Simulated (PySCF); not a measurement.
B(Cl)(I)(Me) (CH₃BClI), SMILES IB(C)Cl. Atoms are numbered in the order given.

```xyz
7

B      0.1680     0.6179    -0.9091
Cl     1.8623     0.5477    -1.3772
I     -0.4478    -0.4821     0.8390
C     -0.8823     1.4065    -1.7547
H     -1.7302     1.7864    -1.1532
H     -1.3156     0.6943    -2.4947
H     -0.4245     2.2322    -2.3345
```
Charge 0, spin multiplicity 1.

Geometry optimised at PBE-D3(BJ)/def2-SVP. The def2 effective core potentials stand for the cores of I; spin–orbit coupling is left out.

The numbers are results of PBE/def2-TZVP run with PySCF, not measurements.

ESP charges are fitted to the potential on shells at 1.4 to 2.0 van der Waals radii. Atomic charges (e):

```csv
atom,ESP fit,Mulliken
B1,___,0.04
Cl2,-0.08,-0.09
I3,___,-0.02
C4,-0.44,-0.38
H5,___,0.15
H6,___,0.15
H7,___,0.14
```

**Question.** Complete the blanks. (The exact figures need the calculation; the answer reports its results.)

**Answer.** 
- B1, ESP fit: 0.17
- I3, ESP fit: -0.08
- H5, ESP fit: 0.13
- H6, ESP fit: 0.15
- H7, ESP fit: 0.14

Computed Mayer and Wiberg (Löwdin basis) orders of the bonds:
| bond | Mayer | Wiberg |
|---|---|---|
| B1–Cl2 | 1.35 | 2.18 |
| B1–I3 | 1.29 | 1.93 |
| B1–C4 | 1.07 | 1.43 |
| C4–H5 | 0.94 | 0.85 |
| C4–H6 | 0.91 | 0.82 |
| C4–H7 | 0.93 | 0.85 |
